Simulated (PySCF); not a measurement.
C2H7O2, SMILES C(O)C[OH2+], charge +1.

The structure is a stationary point at PBE-D3(BJ)/def2-SVP. The isomer is the one that the SMILES or the coordinates give; other isomers of the formula were not compared. The values are those of a single conformer.

Level of theory: PBE-D3(BJ)/def2-SVP run with PySCF.

No scaling factor is applied to the harmonic values.

Computed vibrational spectrum:
| mode | ν (cm⁻¹) | IR (km/mol) | moving atoms (share of kinetic energy) |
|---|---|---|---|
| 1 | 207 | 513.7 | H 85 %, C 9 % |
| 2 | 209 | 0.9 | H 50 %, C 28 %, O 22 % |
| 3 | 537 | 932.7 | H 74 %, C 14 %, O 12 % |
| 4 | 538 | 0.9 | H 65 %, O 35 % |
| 5 | 636 | 72.4 | H 52 %, O 26 %, C 23 % |
| 6 | 689 | 0.2 | O 64 %, H 31 % |
| 7 | 843 | 63.0 | H 64 %, O 20 %, C 16 % |
| 8 | 897 | 0.9 | C 53 %, H 32 %, O 15 % |
| 9 | 964 | 164.2 | C 48 %, O 32 %, H 20 % |
| 10 | 1027 | 145.1 | C 41 %, H 38 %, O 21 % |
| 11 | 1046 | 6.4 | H 70 %, C 27 % |
| 12 | 1069 | 166.3 | H 89 % |
| 13 | 1158 | 20.8 | H 84 %, C 11 % |
| 14 | 1217 | 25.1 | H 86 % |
| 15 | 1224 | 40.5 | H 81 %, C 16 % |
| 16 | 1356 | 58.1 | H 83 %, C 14 % |
| 17 | 1374 | 3.8 | H 66 %, C 30 % |
| 18 | 1392 | 79.8 | H 86 %, C 10 % |
| 19 | 1442 | 1.1 | H 92 % |
| 20 | 1453 | 179.4 | H 90 %, C 8 % |
| 21 | 1889 | 104.9 | H 97 % |
| 22 | 3022 | 0.5 | H 94 % |
| 23 | 3026 | 2.9 | H 95 % |
| 24 | 3105 | 0.3 | H 90 %, C 10 % |
| 25 | 3113 | 2.8 | H 90 %, C 10 % |
| 26 | 3650 | 350.7 | H 94 % |
| 27 | 3655 | 103.0 | H 94 % |
